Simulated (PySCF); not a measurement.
# GeCl₂ + H₂O → H₂GeO + Cl₂

Level: PBE0 in the def2-TZVP basis family, all electrons, no relativity, computed in PySCF with density fitting; open shells unrestricted.

| species | state and structure | E (Eh) | ZPE (kJ/mol) | H(298 K) − H(0) (kJ/mol) | S° (J/(mol K)) |
| --- | --- | --- | --- | --- | --- |
| GeCl₂ | singlet, C2v, Ge–Cl 2.182 Å (×2); Cl–Ge–Cl 100.1° | -2996.95593 | 5.7 | 13.2 | 295.3 |
| H₂O | singlet, C2v, O–H 0.960 Å (×2); H–O–H 105.1° | -76.37736 | 56.5 | 9.9 | 188.7 |
| H₂GeO | singlet, C2v, Ge–H 1.542 Å (×2), Ge–O 1.632 Å; H–Ge–H 113.2°, H–Ge–O 123.4° (×2) | -2153.06709 | 43.7 | 11.0 | 248.5 |
| Cl₂ | singlet, D∞h, Cl–Cl 1.982 Å | -920.08940 | 3.5 | 9.1 | 222.5 |

Problem. What is the electronic reaction energy?

Solution. At PBE0/def2-TZVP, ΔE = 464.2 kJ/mol from the differences of the total energies times 2625.5, uphill. 

Problem. Add zero-point, thermal and entropy terms for 298.15 K and 1 bar.

Solution. ΔZPE = -15.0 and Δ[H(298) − H(0)] = -3.0 kJ/mol give ΔH° = 446.2 kJ/mol. ΔS° = -13.0 J/(mol K), so ΔG° = 446.2 − 298.15 × (-0.0130) = 450 kJ/mol.

Only the bonding shown was studied: isomers, or loss of a ligand pair, can lie lower.
